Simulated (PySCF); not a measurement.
Compound: C6H9BO.
Atom-mapped SMILES: `[CH3:1][B:2]([CH3:3])[c:4]1[cH:5][cH:6][cH:7][o:8]1` (hydrogens: H9, H10, H11 on C1; H12, H13, H14 on C3; H15 on C5; H16 on C6; H17 on C7)

Computed with PBE0-D3(BJ)/def2-SVP geometry optimisation, gas phase (PySCF 2.14.0).

Q: Give the optimised bond lengths and angles.

A: 
```tsv
bond	length (Å)
C1–B2, B2–C3	1.573
B2–C4	1.541
C4–C5	1.382
C5–C6	1.418
C6–C7	1.370
C7–O8	1.331
C4–O8	1.374
C1–H9 and 5 like bonds	1.103
C5–H15	1.089
C6–H16	1.088
C7–H17	1.089
```

Bonds in one row agree within 0.01 Å and their mean is given. A selection of angles:
```tsv
angle	degrees
C1–B2–C3	120.5
C1–B2–C4	120.0
B2–C4–C5	133.0
B2–C4–O8	119.5
C5–C4–O8	107.5
C4–C5–C6	107.7
C5–C6–C7	105.1
C6–C7–O8	111.1
C4–O8–C7	108.6
```

Dihedral angles: C1–B2–C4–C5 -175° (antiperiplanar). The mirror-image conformer, all signs reversed, is as good.

The 3 C–C bonds span 1.370 Å (C6–C7, aromatic) to 1.418 Å (C5–C6, aromatic), a spread of 0.048 Å. The 5-membered ring C4–C5–C6–C7–O8 has internal angles of 105.1° to 111.1° (sum 540°, against 540° for a flat polygon); it is planar, 0.00 Å rms from its mean plane, widest ring torsion 0°. The C–O distances run from 1.331 Å (C7–O8, aromatic) to 1.374 Å (C4–O8, aromatic), a spread of 0.043 Å. Of the pairs four or more bonds apart, O8···H9 is among the closest relative to their van der Waals radii: 2.65 Å, 97 % of the sum of Bondi's values. B2 (three-coordinate boron) is planar (angles 120.5°, 120.0° and 119.5°, sum 360.0°, 0.00 Å off the plane of its three neighbours). The 3 B–C bonds span 1.541 Å (B2–C4, drawn single) to 1.574 Å (B2–C3, drawn single), a spread of 0.033 Å.

Whether it is a minimum is left open (no frequencies).
